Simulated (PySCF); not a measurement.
From computed data to an observable: dipole moment from atomic charges

CuF, SMILES [F][Cu], multiplicity 1. Atoms are numbered in the order given.

```xyz
2

Cu     0.0000     0.0000    -0.4179
F      0.0000     0.0000     1.3466
```

Geometry: PBE0-D3(BJ)/def2-TZVPD. The multiplicity is an assumed one; other spin states were not compared.

Charges (e) from PBE/def2-TZVPD (PySCF):

```json
[
 {"atom": "Cu1", "ESP fit": "0.557", "IAO": "0.686"},
 {"atom": "F2", "ESP fit": "-0.557", "IAO": "-0.686"}
]
```

The dipole moment of the full density is 4.64 D.

### Question
What dipole moment does each set of point charges give, and which comes closer to that of the density?

### Answer

μ = Σ q r, and 1 e Å = 4.8032 D.
ESP fit: Σ q r = (0.000, 0.000, -0.983) e Å, |μ| = 4.72 D.
IAO: Σ q r = (0.000, 0.000, -1.210) e Å, |μ| = 5.81 D.
ESP fit comes closer in size. Point charges leave out the atoms' own dipoles (lone pairs, polarised bonds); fits to the potential absorb them, partitions of the density don't.
